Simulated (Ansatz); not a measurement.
`B[CH]([SiH3])[GeH3]` → `B[CH2][GeH3]` + `[SiH2]`  (silylene formation by 1,1-elimination)

Gas-phase electronic energies from Ansatz, PBE0-D4/def2-TZVP geometries. CCSD(T)/CBS adds triple-zeta CCSD(T) − MP2 to the extrapolated MP2 energy (def2 sets, frozen cores). This one scheme is used for every species. DFT in def2-TZVPP. B3LYP here is the variant with VWN-RPA as its local correlation; programs differ in this. For Ge outer-core shells are correlated without core-valence functions, which leaves a few kJ/mol of doubt a bond. Scalar relativity is left out up to krypton.

`B[CH]([SiH3])[GeH3]`:

Z-matrix (Å, degrees):
```
C
Si 1 1.870
Ge 1 1.996 2 107.1
B 1 1.529 2 117.1 3 -109.1
H 1 1.093 2 111.7 3 115.7
H 2 1.486 1 109.5 3 65.7
H 2 1.490 1 111.1 3 -54.3
H 2 1.488 1 110.5 3 -174.0
H 3 1.540 1 111.0 2 -148.8
H 3 1.535 1 107.2 2 92.1
H 3 1.535 1 109.5 2 -28.3
H 4 1.201 1 119.7 2 41.7
H 4 1.198 1 121.6 2 -141.9
```

`B[CH2][GeH3]`:

```xyz
10

B     0.730    1.186    0.615
C     0.732   -0.327    0.415
Ge   -0.922   -0.619   -0.659
H     1.224    1.910   -0.203
H     0.158    1.677    1.547
H     0.581   -0.939    1.306
H     1.526   -0.737   -0.213
H    -0.810    0.079   -2.023
H    -2.158   -0.093    0.085
H    -1.061   -2.135   -0.870
```

`[SiH2]`:

Z-matrix (Å, degrees):
```
Si
H 1 1.525
H 1 1.525 2 91.2
```

```tsv
level	ΔE (kJ/mol)	difference from CCSD(T)/CBS
r2SCAN-D4	264.7	15.7
PBE0-D4	257.7	8.7
B3LYP-D4	238.2	-10.8
ωB97X-V	255.3	6.3
ωB97M-V	242.3	-6.7
B2PLYP	236.8	-12.2
PBE	237.4	-11.6
r2SCAN	261.8	12.8
HF/def2-TZVPP	218.1	-30.9
MP2/def2-TZVPP	263.7	14.7
SCS-MP2/def2-TZVPP	249.2	0.2
CCSD/def2-TZVPP	235.4	-13.6
CCSD(T)/def2-TZVPP	241.6	-7.4
HF/def2-QZVPP	218.8	-30.2
MP2/def2-QZVPP	268.2	19.2
MP2/CBS(def2)	271.1	22.1
CCSD(T)/CBS	249.0	0
```

Largest T1 diagnostic among the species: 0.014.

In def2-TZVPP, CCSD(T) changes the Hartree–Fock value by +23.5 kJ/mol (the triples alone add +6.2 kJ/mol) and MP2 by +45.7 kJ/mol. The D4 term adds +18.1 kJ/mol with B3LYP and +9.8 kJ/mol with PBE0; it sums over pairs of atoms, weighted by their polarisabilities, and B3LYP, whose exchange is more repulsive, gets the larger term.
